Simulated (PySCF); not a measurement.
# Spin states and ions at one geometry of [HfO(H2O)3]2+

PySCF 2.14.0, RKS PBE0, Hf def2-SVP with ECP60, O def2-SVP, H def2-SVP; non-relativistic Hamiltonian with scalar-relativistic core potentials where named; density fitting; no spin-orbit coupling; singlets restricted, open shells unrestricted. The geometry is relaxed for charge +2, singlet, vacuum:

```xyz
11

Hf   -0.0631   -0.0813   -0.0765
O     0.8749    0.9791    0.8837
O    -1.0149   -1.0457    1.6253
H    -0.7792   -0.7505    2.5283
H    -1.6731   -1.7597    1.7272
O     1.6609   -1.0279   -1.0032
H     1.7800   -1.7404   -1.6601
H     2.5571   -0.7296   -0.7462
O    -1.0943    1.5151   -1.1343
H    -0.8821    2.4458   -0.9167
H    -1.7727    1.5391   -1.8362
```

Energies count from the relaxed state; an electron taken off or put on is at rest in vacuum. Charges and spins are Mulliken's.

```tsv
state	energy (eV)	spin squared	charge on Hf1 (e)	spin on Hf1 (e)	dipole about the centre of mass (D)
charge +2, singlet, vacuum	0.00	0.00	1.30	0.00	5.67
charge +2, triplet, vacuum	5.71	2.00	1.20	1.06	2.79
charge +3, doublet, vacuum	20.67	0.76	1.73	0.11	2.70
```

Question: What does the state charge +1, doublet, vacuum give?

Answer: energy (eV) -8.58, spin squared 0.75, charge on Hf1 (e) 0.53, spin on Hf1 (e) 0.89, dipole about the centre of mass (D) 1.41.

With an electron taken off (doublet) the charges change, summed by element, by Hf +0.42 e, O +0.37 e, H +0.20 e. The vertical ionisation energy is 20.67 eV, against −ε(HOMO) = 18.32 eV of the relaxed state. The level lies 2.4 eV too high, as is usual for semilocal functionals and global hybrids, which keep a self-interaction error.

With an electron put on (doublet) the charges change, summed by element, by Hf -0.77 e, O +0.05 e, H -0.29 e. The vertical electron affinity is 8.58 eV, against −ε(LUMO) = 10.00 eV of the relaxed state.

Open shells may have lower solutions than those found.

No frequency check is given that shows the relaxed geometry to be a minimum.
